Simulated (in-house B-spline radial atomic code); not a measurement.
What moves the levels of neutral vanadium ([Ar] 3d3 4s2)? Computed with a radial B-spline atomic code at the basis-set limit: Dirac-Hartree-Fock, average of configuration, Fermi nucleus of rms radius 3.6002 fm.

Baseline run (computed): total energy -948.1887 hartree, 1s1/2 at -202.9704 hartree, 4s1/2 at -6.3832 eV with <r> = 3.579 bohr.

Scaling the speed of light c (a factor of 100 is close to the non-relativistic limit):

| c/c0 | ΔE (hartree) | 4s1/2 level (eV) | 4s1/2 <r> (bohr) |
| --- | --- | --- | --- |
| 0.9 | -1.2853 | -6.39744 | 3.572 |
| 0.98 | -0.22532 | -6.38573 | 3.577 |
| 1.02 | 0.21196 | -6.38091 | 3.58 |
| 2 | 4.054 | -6.339 | 3.6 |
| 100 | 5.3864 | -6.32459 | 3.607 |

Changing the nucleus:

```
                               nucleus   ΔE (eV)
Gaussian nucleus of rms radius 0.01 fm   -0.0603
 Fermi nucleus of rms radius 3.5282 fm  -0.00235
 Fermi nucleus of rms radius 3.6722 fm    0.0024
```

A larger nucleus binds the electrons less, roughly as the density at the nucleus times the change of the nuclear <r²>. A radius of 0.01 fm is nearly a point.

Task: The nuclear charge is raised by 0.1. What does the Hellmann-Feynman theorem predict for the energy, and what is found?

Result: dE/dZ ≈ -Σ<1/r>, which is -98.2665 at the start and -98.8299 at the end; their mean times 0.1 is -9.8548 hartree, and the two runs differ by -9.8548 hartree.
